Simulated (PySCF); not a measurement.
## Two-component Hartree-Fock for N³⁺ (nitrogen, charge +3)

Start: [He] 2s2. Calculated with PySCF 2.14 in x2c-SVPall-2c with one added diffuse shell of s type (4s2p1d, 15 functions): generalised Hartree-Fock with the X2C-1e Hamiltonian and a Gaussian nucleus; one run each with spin-orbit coupling (SO) switched off, then screened by Boettger's factors. This is a chosen level, not necessarily the ground level.

```
spinor shell  electrons  ε, spin-free (eV)  ε, screened SO (eV)  weight of nominal j (screened SO)  rms radius, screened SO (bohr)
       1s1/2          2            -494.24              -494.24                              1.000                           0.264
       2s1/2          2            -74.678              -74.678                              1.000                            1.22
```

```tsv
quantity	spin-free	screened SO
E (hartree)	-51.02554	-51.02554
M_J	0	0
⟨J²⟩	0.000	0.000
⟨L²⟩	0.000	0.000
⟨S²⟩	0.000	0.000
```

Without spin-orbit coupling the j labels of p, d and f shells carry no meaning; the spin-free column gives the mean over the occupied spinors of each nl shell.
